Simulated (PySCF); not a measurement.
Method: B3LYP-D3(BJ)/def2-TZVP (PySCF). All species are isolated molecules in the gas phase. One relaxed conformer stands for a flexible species; it need not be the lowest. B3LYP has the VWN-RPA correlation part, as in Gaussian. Delta-SCF ions had no search for a lower state. Excitations are Tamm–Dancoff values on a coarser integration grid. The basis has no diffuse functions, so Rydberg states are missing or too high.

Reference species (SMILES): `C=C=CC[SiH3]` (neutral, multiplicity 1).

```
Item                                      Value
--------------------------------------  -------
vertical ionisation energy (Delta-SCF)  8.99 eV
S1 excitation (TDA)                     5.42 eV
```

Changed species: `C#CC[SiH2]C`.

**Question.** Predict the effect on the vertical ionisation energy (Delta-SCF) and S1 excitation (TDA).

**Answer.** the vertical ionisation energy (Delta-SCF) rises by 0.49 eV, to 9.48 eV; the S1 excitation (TDA) rises by 0.97 eV, to 6.39 eV.
